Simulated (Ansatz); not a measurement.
Geometry optimisation, Ansatz 0.2.0, RKS PBE/def2-TZVP.

Input file:

```yaml
crystal:
  periodic: [false, false, false]
  atoms:
    - { symbol: O, position_ang: [0.7482, -0.7165, 0.8119] }
    - { symbol: Sb, position_ang: [0.1056, 0.2419, -0.9068] }
    - { symbol: H, position_ang: [0.3907, -1.6138, 0.6691] }
    - { symbol: H, position_ang: [-1.5062, 0.1867, -0.4197] }
    - { symbol: H, position_ang: [0.3117, 1.8281, -0.1959] }
basis:
  gaussian: { orbitals: def2-TZVP }
hamiltonian:
  xc: pbe
relax:
  f_tol: 0.015
  max_steps: 40
```

Launched with:

```bash
$ ansatz run input.yaml --threads 2 --pin off --max-ram 3072MiB --backend cpu --events-out ev --progress --plain --runs-dir out
```

Problem. Where does it end, and by what steps?

Solution. The run converged. After 6 steps the energy has fallen by 0.120 eV; H3 moved furthest, 0.50 Å.

```csv
step,energy less start (eV),largest force component (eV/Å),accepted
0,0.0000,0.971,yes
1,-0.0685,0.698,yes
2,-0.0872,0.814,yes
3,-0.1060,0.749,yes
4,-0.1193,0.082,yes
5,-0.1197,0.060,yes
6,-0.1203,0.005,yes
```

```xyz
5
Properties=species:S:1:pos:R:3
O 0.378 -0.796 0.872
Sb 0.023 0.159 -0.858
H 0.893 -1.594 0.666
H -1.651 0.437 -0.506
H 0.407 1.721 -0.215
```

The run took 7 s on 2 threads of Arm Neoverse V2, on a shared host, peak memory 0.14 GiB.
